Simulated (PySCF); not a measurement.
Species: CH6SSiTe.
Geometry (PBE0-D3(BJ)/def2-SVP, Å), atoms numbered from 1 in this order:
```
atom  x, y, z in Å
C1    -1.8182   -0.6003    0.0012
S2    -0.0547   -1.0574    0.0931
Si3    0.8140    0.8085   -0.4833
Te4    3.2980    0.4594   -0.4601
H5    -2.0568    0.2195    0.6939
H6    -2.1073   -0.3244   -1.0232
H7    -2.3869   -1.4906    0.3007
H8     0.3585    1.2198   -1.8469
H9     0.4261    1.9002    0.4629
H10    3.0676   -1.1093    0.0495
```

The calculation used PySCF, PBE0-D3(BJ)/def2-SVP geometry optimisation, gas phase, def2 core potentials past Kr.

**Question.** Which atoms are bound to Te4, and at what distances?

**Answer.** 2 atoms: H10 1.665 Å, Si3 2.509 Å. The nearest atom not counted as bound is H8, at 3.34 Å (others tie with it).

**Question.** What is the shape at Te4?

**Answer.** Bent: angle 89.8°.

**Question.** What are the other bond lengths?

**Answer.** C1–S2 1.824 Å; S2–Si3 2.137 Å; C1–H5, C1–H6, C1–H7 1.099 Å; Si3–H8, Si3–H9 1.496 Å.

**Question.** Give some angles away from the centre.

**Answer.** C1–S2–Si3 99.2°, S2–Si3–Te4 106.2°.

**Question.** What are the rotational constants (commonest isotopes, rigid rotor)?

**Answer.** A = 8865, B = 747.9, C = 698.4 MHz: a near-prolate asymmetric top.

Charge 0, singlet. No PBE0-D3(BJ)/def2-SVP frequencies stand behind this structure, so it isn't proved a minimum.

Hardware: AMD EPYC 9B45, one thread, no GPU, shared host with 96 logical CPUs at a one-minute load of 34. Cost: 11 s wall, 0.45 GiB resident at most. That covers the optimisation of the geometry.

One conformer stands for the species.
